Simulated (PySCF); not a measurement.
PySCF input (M06-2X/def2-TZVPD):

```python
from pyscf import gto, scf, dft

mol = gto.M(
    atom='''
    Si    0.09796182    0.74121751   -0.08571513
    C    -1.53846800   -0.34323084    0.09831609
    C     1.38185314   -0.75478688   -0.12302819
    H     0.25547793    1.04616930    1.42547310
    H    -1.78710606   -0.81881753   -0.85855562
    H    -1.45509814   -1.13920768    0.85128952
    H    -2.39421064    0.28637496    0.36983599
    H     1.19518875   -1.51270823    0.65041235
    H     1.34594559   -1.26035332   -1.09602371
    H     2.40802623   -0.39039635    0.00585285
    ''',
    basis='def2-tzvpd',
    charge=-1,
    spin=0,
    verbose=4,
)

mf = dft.RKS(mol, xc='m062x').density_fit(auxbasis='def2-universal-jkfit')
mf.grids.level = 4
mf.conv_tol = 1e-9
mf.max_cycle = 100
mf.max_memory = 1500
mf.kernel()
if not mf.converged:
    mf = mf.newton()
    mf.kernel(mf.make_rdm1())
mf.analyze()
```

End of the output:

```
Extra cycle  E= -369.879107544961  delta_E= -1.39e-11  |g|= 2.46e-06  |ddm|= 5.87e-05
converged SCF energy = -369.879107544961
**** SCF Summaries ****
Total Energy =                        -369.879107544961130
Nuclear Repulsion Energy =             103.059565709118345
One-electron Energy =                 -719.619738501418738
Two-electron Energy =                  246.681065247339291
Two-electron Coulomb Energy =          281.156508417321618
DFT Exchange-Correlation Energy =      -34.475443169982313
HOMO-LUMO gap [eV] =                     4.927384480701685
**** MO energy ****
MO #1   energy= -66.7588707356303  occ= 2
MO #2   energy= -10.3253932711144  occ= 2
MO #3   energy= -10.3253884463562  occ= 2
MO #4   energy= -5.29653277995369  occ= 2
MO #5   energy= -3.60640495489065  occ= 2
MO #6   energy= -3.60640126286431  occ= 2
MO #7   energy= -3.60456590623984  occ= 2
MO #8   energy= -0.596650024260303 occ= 2
MO #9   energy= -0.573348165774018 occ= 2
MO #10  energy= -0.324617326309074 occ= 2
MO #11  energy= -0.285707268484811 occ= 2
MO #12  energy= -0.283317954736684 occ= 2
MO #13  energy= -0.265845260094666 occ= 2
MO #14  energy= -0.262516261966821 occ= 2
MO #15  energy= -0.142078775662918 occ= 2
MO #16  energy= -0.142021025962615 occ= 2
MO #17  energy= -0.0177924338711932 occ= 2
MO #18  energy= 0.163285607397272  occ= 0
MO #19  energy= 0.164429752437938  occ= 0
MO #20  energy= 0.183100028075211  occ= 0
MO #21  energy= 0.21969767772671   occ= 0
MO #22  energy= 0.224877865361841  occ= 0
MO #23  energy= 0.237983346809073  occ= 0
MO #24  energy= 0.23947720146456   occ= 0
MO #25  energy= 0.242045391840047  occ= 0
MO #26  energy= 0.260310218546256  occ= 0
MO #27  energy= 0.264690803049818  occ= 0
MO #28  energy= 0.278469248354332  occ= 0
MO #29  energy= 0.287471617424144  occ= 0
MO #30  energy= 0.307786455183137  occ= 0
MO #31  energy= 0.315065324114635  occ= 0
MO #32  energy= 0.315107179809533  occ= 0
MO #33  energy= 0.322609364195214  occ= 0
MO #34  energy= 0.33264893088093   occ= 0
MO #35  energy= 0.344783706545786  occ= 0
MO #36  energy= 0.357820974657709  occ= 0
MO #37  energy= 0.359628412978906  occ= 0
MO #38  energy= 0.379427697217591  occ= 0
MO #39  energy= 0.380124928622014  occ= 0
MO #40  energy= 0.403602611381477  occ= 0
MO #41  energy= 0.414155098583508  occ= 0
MO #42  energy= 0.422953821274763  occ= 0
MO #43  energy= 0.428602682967897  occ= 0
MO #44  energy= 0.432107510464304  occ= 0
MO #45  energy= 0.43957375044098   occ= 0
MO #46  energy= 0.449080637668404  occ= 0
MO #47  energy= 0.449362283476712  occ= 0
MO #48  energy= 0.457394754733799  occ= 0
MO #49  energy= 0.463251829480034  occ= 0
MO #50  energy= 0.474420263828859  occ= 0
MO #51  energy= 0.485374427017765  occ= 0
MO #52  energy= 0.49120710511852   occ= 0
MO #53  energy= 0.498727169434613  occ= 0
MO #54  energy= 0.500807458285826  occ= 0
MO #55  energy= 0.510616246982194  occ= 0
MO #56  energy= 0.52960840488968   occ= 0
MO #57  energy= 0.548609869002008  occ= 0
MO #58  energy= 0.559507073751012  occ= 0
MO #59  energy= 0.564900261847042  occ= 0
MO #60  energy= 0.580876185389045  occ= 0
MO #61  energy= 0.584473290282065  occ= 0
MO #62  energy= 0.589497397631932  occ= 0
MO #63  energy= 0.612724535453841  occ= 0
MO #64  energy= 0.616652914011882  occ= 0
MO #65  energy= 0.625060660309777  occ= 0
MO #66  energy= 0.634519608908137  occ= 0
MO #67  energy= 0.648321157389769  occ= 0
MO #68  energy= 0.648616381412077  occ= 0
MO #69  energy= 0.658870363648378  occ= 0
MO #70  energy= 0.672296107909091  occ= 0
MO #71  energy= 0.706000368585291  occ= 0
MO #72  energy= 0.70676127393685   occ= 0
MO #73  energy= 0.745108803294758  occ= 0
MO #74  energy= 0.751817450249678  occ= 0
MO #75  energy= 0.795845380925123  occ= 0
MO #76  energy= 0.805118021154158  occ= 0
MO #77  energy= 0.826201233927653  occ= 0
MO #78  energy= 0.836872173169797  occ= 0
MO #79  energy= 0.839425772136884  occ= 0
MO #80  energy= 0.850035765232519  occ= 0
MO #81  energy= 0.883010855216691  occ= 0
MO #82  energy= 0.893495872254017  occ= 0
MO #83  energy= 0.910566919342152  occ= 0
MO #84  energy= 0.916119077900314  occ= 0
MO #85  energy= 0.930313538740985  occ= 0
MO #86  energy= 0.93566712222226   occ= 0
MO #87  energy= 0.941769626658295  occ= 0
MO #88  energy= 0.958526335488482  occ= 0
MO #89  energy= 1.01751527887268   occ= 0
MO #90  energy= 1.11199028779039   occ= 0
MO #91  energy= 1.12441762326438   occ= 0
MO #92  energy= 1.15015622772058   occ= 0
MO #93  energy= 1.16481031597541   occ= 0
MO #94  energy= 1.22092341286817   occ= 0
MO #95  energy= 1.24251134670273   occ= 0
MO #96  energy= 1.27911457946772   occ= 0
MO #97  energy= 1.31750226249318   occ= 0
MO #98  energy= 1.35295701851994   occ= 0
MO #99  energy= 1.39015848522576   occ= 0
MO #100 energy= 1.40097625201896   occ= 0
MO #101 energy= 1.44111629302023   occ= 0
MO #102 energy= 1.45106960058599   occ= 0
MO #103 energy= 1.49110196619643   occ= 0
MO #104 energy= 1.5040849254854    occ= 0
MO #105 energy= 1.5224498859845    occ= 0
MO #106 energy= 1.57236316126977   occ= 0
MO #107 energy= 1.59419814684783   occ= 0
[...]
```

It need not be the lowest isomer of its formula. Whether it binds its extra electron was not tested at this geometry.
